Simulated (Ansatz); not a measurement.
Compare A (`BBC(C)=O`) with its isomer B (`CC1BOB1`).

Calculated with Ansatz (gas phase, PBE0-D4/def2-TZVP geometries, no zero-point term in ΔE). CCSD(T)/CBS adds triple-zeta CCSD(T) − MP2 to the extrapolated MP2 energy (def2 sets, frozen cores). DFT in def2-TZVPP. B3LYP here is the variant with VWN-RPA as its local correlation; programs differ in this. Each species was taken in one conformer, which may not be the lowest.

(1) Which isomer does CCSD(T)/CBS put lower? Give the gap. (Estimate.)

(2) Give E(B) − E(A) in kJ/mol with B3LYP, MP2/def2-TZVPP, HF/def2-TZVPP, CCSD/def2-TZVPP, B3LYP-D4, CCSD(T)/def2-TZVPP, LDA (SPW92). (Estimate.)

(3) Does the order hold for the free energy at 298.15 K (harmonic terms from PBE0-D4)? (Estimate.)

Largest T1 diagnostic: 0.019.

Answers

(1) The calculation gave: B, by 321.1 kJ/mol.

(2) Ansatz gave: B3LYP -290.5, MP2/def2-TZVPP -338.4, HF/def2-TZVPP -292.8, CCSD/def2-TZVPP -317.4, B3LYP-D4 -292.1, CCSD(T)/def2-TZVPP -317.1, LDA (SPW92) -330.6. None reverses the order clearly.

(3) Ansatz gave: Yes: G(B) − G(A) = -298.5 kJ/mol, for one conformer each.

In def2-TZVPP, CCSD(T) changes the Hartree–Fock value by −24.3 kJ/mol (the triples alone add +0.3 kJ/mol) and MP2 by −45.6 kJ/mol. At CCSD(T), def2-SVP lies −5.5 kJ/mol from the extrapolated value and def2-TZVPP +4.0 kJ/mol.
